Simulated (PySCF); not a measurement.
SCF from a fresh guess for singlet BiSF, at the PBE0 minimum. PySCF input:

```python
from pyscf import gto, scf, dft
mol = gto.M(atom='''
Bi     0.161670     0.235680    -0.000000
S     -0.000000    -2.032740     0.000000
F     -1.778310     0.828360    -0.000000''',
    basis={'Bi': 'def2-TZVP', 'S': 'def2-TZVP', 'F': 'def2-TZVP'},
    ecp={'Bi': 'def2-TZVP'},
    charge=0, spin=0)
mf = dft.RKS(mol, xc='PBE0')
mf.grids.atom_grid = (50, 194)
aux = {'Bi': 'def2-universal-JKFIT', 'S': 'def2-universal-JKFIT', 'F': 'def2-universal-JKFIT'}
mf = mf.density_fit(auxbasis=aux)
mf.conv_tol = 1e-08
mf.diis_space = 10
mf.max_cycle = 60
mf.init_guess = 'minao'
mf.verbose = 4
mf.kernel()
```

Excerpt of the output (cycles and frontier levels):

```
init E= -678.001633627727
  HOMO = -0.679585227204507  LUMO = -0.582607535316074  gap/eV = 2.63890
cycle= 1 E= -710.069701597228  delta_E= -32.1  |g|= 3.08  |ddm|= 11.6
  HOMO = -0.085573589322132  LUMO = -0.0619478503599763  gap/eV = 0.64289
cycle= 2 E= -675.271429304296  delta_E= 34.8  |g|= 11.9  |ddm|= 18.8
  HOMO = -0.172317726345895  LUMO = 0.00849863341857725  gap/eV = 4.92026
cycle= 3 E= -711.327524575579  delta_E= -36.1  |g|= 2.25  |ddm|= 16.5
  HOMO = -0.100969302742901  LUMO = -0.0637863262009783  gap/eV = 1.01180
cycle= 4 E= -709.44965584116  delta_E= 1.88  |g|=  3.7  |ddm|=  3.6
  HOMO = -0.253295576798137  LUMO = -0.116825274485091  gap/eV = 3.71355
cycle= 5 E= -712.517436482674  delta_E= -3.07  |g|= 0.297  |ddm|= 2.15
  HOMO = -0.26113968610315  LUMO = -0.138858895725171  gap/eV = 3.32743
cycle= 6 E= -712.536460711973  delta_E= -0.019  |g|= 0.15  |ddm|= 0.576
  HOMO = -0.277663796870547  LUMO = -0.138165079420076  gap/eV = 3.79595
cycle= 7 E= -712.539926323672  delta_E= -0.00347  |g|= 0.0651  |ddm|= 0.155
  HOMO = -0.269625127388641  LUMO = -0.133696610731775  gap/eV = 3.69880
cycle= 8 E= -712.540888956496  delta_E= -0.000963  |g|= 0.017  |ddm|= 0.0742
  HOMO = -0.272239311167267  LUMO = -0.134469107666824  gap/eV = 3.74892
cycle= 9 E= -712.540952850872  delta_E= -6.39e-05  |g|= 0.00555  |ddm|= 0.0209
  HOMO = -0.271738575110422  LUMO = -0.134549367838972  gap/eV = 3.73311
cycle= 10 E= -712.540960196357  delta_E= -7.35e-06  |g|= 0.00278  |ddm|= 0.00812
  HOMO = -0.271943680577782  LUMO = -0.134567313876496  gap/eV = 3.73820
cycle= 11 E= -712.540962850155  delta_E= -2.65e-06  |g|= 0.000311  |ddm|= 0.00274
  HOMO = -0.271960087584858  LUMO = -0.134544559785237  gap/eV = 3.73927
cycle= 12 E= -712.540962889679  delta_E= -3.95e-08  |g|= 0.00013  |ddm|= 0.000596
  HOMO = -0.271957047008224  LUMO = -0.134538168810348  gap/eV = 3.73936
cycle= 13 E= -712.54096289349  delta_E= -3.81e-09  |g|= 3.97e-05  |ddm|= 0.000144
  HOMO = -0.2719649529755  LUMO = -0.134540466955314  gap/eV = 3.73951
Extra cycle  E= -712.540962893112  delta_E= 3.78e-10  |g|= 5.92e-05  |ddm|= 8.2e-05
converged SCF energy = -712.540962893112
```

No lower solution of this spin was found by a stability analysis within the restricted form, which does not test spin polarisation.

With an element this heavy the missing spin–orbit coupling can shift these numbers.

The search for the lowest solution, with the stability check, took 6.5 s on 4 threads of a shared Arm Neoverse V1 host, with 118 basis functions; the process peaked at 0.36 GiB. Launch command: `OMP_NUM_THREADS=4 python axn.py task.json out`.
